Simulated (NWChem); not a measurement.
Species: ScN2H4Cl; SMILES [Sc]([NH2])([Cl])[NH2]

```xyz
8

Sc     0.0000     0.0000    -0.1750
Cl     0.0000     0.0000     2.1552
N      0.0000    -1.6683    -1.2143
H      0.0000    -2.6255    -0.8395
H      0.0000    -1.7464    -2.2395
N      0.0000     1.6683    -1.2143
H      0.0000     1.7464    -2.2395
H      0.0000     2.6255    -0.8395
```
Atoms are numbered in this order, from 1.

Level: PBE-D3(BJ)/def2-SVP (NWChem), optimised geometry, unscaled harmonic frequencies. 

| frequency (cm⁻¹) | IR intensity (km/mol) |
|---|---|
| 77 | 14.3 |
| 101 | 2.0 |
| 130 | 1.2 |
| 291 | 0.0 |
| 302 | 2.5 |
| 359 | 7.7 |
| 367 | 12.2 |
| 459 | 55.1 |
| 466 | 0.0 |
| 483 | 389.9 |
| 644 | 121.5 |
| 678 | 185.2 |
| 1453 | 34.1 |
| 1460 | 14.9 |
| 3429 | 35.5 |
| 3431 | 9.9 |
| 3519 | 6.0 |
| 3519 | 7.5 |

```json
{
  "zero_point_energy": "30.2 kcal/mol",
  "thermal correction to the enthalpy at 298.15 K (with zero-point energy)": "35.6 kcal/mol",
  "heat capacity Cv": "24.2 cal/(mol K)",
  "entropy at 298.15 K and 1 atm (symmetry number 2)": "84.2 cal/(mol K)",
  "dipole_moment": "3.35 D"
}
```

Rigid rotor and harmonic oscillator; modes under 100 cm⁻¹ make the entropy uncertain.
